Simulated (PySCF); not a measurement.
# Broadened absorption spectrum of W(NMe)2(SMe)2

W(NMe)2(SMe)2, C4H12N2S2W (singlet state).
Structure used (PBE0-D3(BJ)/def2-SVP), in Å, numbered top down from 1:
```xyz
21
C4H12N2S2W angstrom
W     -0.070   -0.013   -0.050
N     -0.126    0.536    1.616
C      0.301    1.028    2.871
H      0.024    0.320    3.672
H      1.394    1.176    2.915
H     -0.184    1.993    3.103
N      1.551   -0.013   -0.720
C      2.956    0.110   -0.846
H      3.219    0.465   -1.856
H      3.381    0.816   -0.111
H      3.447   -0.868   -0.699
S     -1.287    1.474   -1.399
C     -2.795    1.703   -0.393
H     -3.528    2.233   -1.018
H     -2.571    2.308    0.496
H     -3.228    0.741   -0.086
S     -0.892   -2.211    0.052
C     -0.498   -2.838   -1.618
H     -0.853   -2.154   -2.401
H     -1.013   -3.802   -1.732
H      0.585   -2.990   -1.724
```

Computed with TDDFT PBE0/def2-SVPD, vertical, gas phase, core orbitals frozen in the response, def2 core potentials past Kr in PySCF 2.14.0, density-fitted response routines. Spin–orbit coupling is left out. Note that the optimisation stopped short of convergence; the values belong to its last geometry.

Broadening: Gaussians 0.3 eV wide at half height, area fixed by f = 4.319×10⁻⁹ ∫ε dν̃. The cross-section is σ = 3.8235×10⁻²¹ ε cm², given in Mb (10⁻¹⁸ cm²). The width is an assumption, not a result. The curve ends short of the highest state used, and states not computed would add to its high-energy end.

```tsv
E (eV)	σ (Mb)
3.43	0.03
3.45	0.05
3.47	0.08
3.49	0.13
3.51	0.21
3.54	0.41
3.56	0.62
3.58	0.91
3.60	1.30
3.62	1.81
3.64	2.47
3.66	3.28
3.68	4.25
3.70	5.38
3.72	6.64
3.74	8.00
3.76	9.39
3.79	11.42
3.81	12.62
3.83	13.60
3.85	14.31
3.87	14.68
3.89	14.70
3.91	14.36
3.93	13.69
3.95	12.73
3.97	11.56
3.99	10.26
4.01	8.89
4.04	6.88
4.06	5.67
4.08	4.60
4.10	3.70
4.12	2.99
4.14	2.47
4.16	2.12
4.18	1.94
4.20	1.91
4.22	2.03
4.24	2.28
4.27	2.91
4.29	3.49
4.31	4.22
4.33	5.11
4.35	6.16
4.37	7.39
4.39	8.82
4.41	10.45
4.43	12.30
4.45	14.36
4.47	16.61
4.49	19.03
4.52	22.86
4.54	25.45
4.56	27.96
4.58	30.29
```

(1) Where are the band maxima, and which computed states make them?

(2) Coming from long wavelengths, where does ε first pass 100 L mol⁻¹ cm⁻¹?

(3) On this curve, what absorbance would a 10⁻³ mol/L sample give at 308 nm over a 1 cm path?

## Answers

(1) 319 nm (3.88 eV), ε about 3900, made up of S1 (100%) (ε in L mol⁻¹ cm⁻¹; maxima over ε = 5, shares over 10%). At its high-energy end, 4.58 eV, the curve is still rising (ε about 7900, from S4, S5 and S6). The states used: S1 3.88 eV (f 0.043); S2 4.28 eV (f 0.0018); S3 4.43 eV (f 0.0084); S4 4.55 eV (f 0.023); S5 4.67 eV (f 0.018); S6 4.68 eV (f 0.059); S7 4.78 eV (f 0.013); S8 4.86 eV (f 0.0074); S9 5.11 eV (f 0.016); S10 5.18 eV (f 0.021).

(2) At about 351 nm (3.54 eV), 0.34 eV below S1.

(3) 308 nm is 4.025 eV, where ε is about 2000 L mol⁻¹ cm⁻¹, so A = ε c l ≈ 2 (Beer–Lambert, with the gas-phase spectrum and the assumed width).
